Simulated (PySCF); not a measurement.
MoF5 at several levels of theory

All levels use the PBE0 minimum (doublet; Mo–F 1.793 Å, Mo–F 1.808 Å (×2), Mo–F 1.861 Å (×2); F–Mo–F 90.0° (×6), F–Mo–F 110.0°, F–Mo–F 125.0° (×2), F–Mo–F 180.0°), basis [Mo def2-SVP with ECP28, F def2-SVP], scalar-relativistic core potentials, density fitting, no spin–orbit coupling, PySCF. For vertical energies the ionised species is a singlet (spins chosen at PBE0 and kept) and the electron-attached one a triplet. Atomisation goes to high-spin ground-configuration atoms, without zero-point energy. Open shells are unrestricted, also as the reference of the correlated levels. A dash marks a value that was not computed or is not defined at that level.

| level | atomisation (kJ/mol) | vertical IP (eV) | vertical EA (eV) | −ε(HOMO) (eV) | dipole (D) |
| --- | --- | --- | --- | --- | --- |
| PBE0 | ? | ? | ? | ? | ? |
| HF | 1205 | 12.79 | 3.87 | 14.51 | 0.78 |
| MP2 | – | 9.56 | 2.00 | – | – |
| PBE | 2615 | 9.46 | 1.38 | 5.55 | 0.56 |
| r2SCAN | – | 10.02 | 1.91 | 6.28 | 0.60 |
| B3LYP | ? | ? | ? | ? | ? |
| TPSSh | 2427 | 10.09 | 1.89 | 6.83 | 0.61 |

**Question.** Fill in the row of B3LYP.

**Answer.** atomisation (kJ/mol) 2421, vertical IP (eV) 10.45, vertical EA (eV) 2.17, −ε(HOMO) (eV) 7.62, dipole (D) 0.61.

**Question.** Fill in the row of PBE0.

**Answer.** atomisation (kJ/mol) 2328, vertical IP (eV) 10.62, vertical EA (eV) 2.33, −ε(HOMO) (eV) 8.06, dipole (D) 0.62.

Without diffuse functions attachment energies tend to come out too low.

Open d and f shells are described by one determinant, and the ground state may have another occupation or spin.
